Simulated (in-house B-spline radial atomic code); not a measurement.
Relativistic effects in Rb16+, [Ar] 3d3: non-relativistic Hartree-Fock (point nucleus) against Dirac-Hartree-Fock (Fermi nucleus of rms radius 4.2036 fm), both averages of the configuration, computed with an all-electron radial atomic-structure program (B-spline basis).

```tsv
orbital	ε NR (Eh)	ε Dirac (Eh)	<r> NR (bohr)	<r> Dirac (bohr)	change of <r> (%)
1s1/2	-571.23	-581.93	0.04128	0.04028	-2.4
2s1/2	-94.679	-97.186	0.1808	0.1762	-2.5
2p1/2	-87.593	-89.751	0.1559	0.1514	-2.9
2p3/2	-87.593	-87.487	0.1559	0.1553	-0.4
3s1/2	-28.771	-29.334	0.479	0.4701	-1.8
3p1/2	-26.044	-26.507	0.4711	0.4622	-1.9
3p3/2	-26.044	-26.075	0.4711	0.4695	-0.3
3d3/2	-22.092	?	0.4318	?	?
3d5/2	-22.092	?	0.4318	?	?
```

Question: What happens to 3d5/2?

Answer: Its energy goes to -22 hartree and <r> to 0.4328 bohr (+0.24 %).

Question: What happens to 3d3/2?

Answer: Its energy goes to -22.081 hartree and <r> to 0.4307 bohr (-0.25 %).

Question: What explains the pattern of contraction and expansion?

Answer: Expansion is seen in 3d5/2. The s and p1/2 orbitals contract directly, screen the nucleus better, and so push out orbitals that have little density near the nucleus; spin-orbit coupling adds to this for j = l + 1/2 and opposes it for j = l - 1/2.

Question: By how much does the total energy change?

Answer: By -41.638 hartree, from -2809.676 to -2851.313.
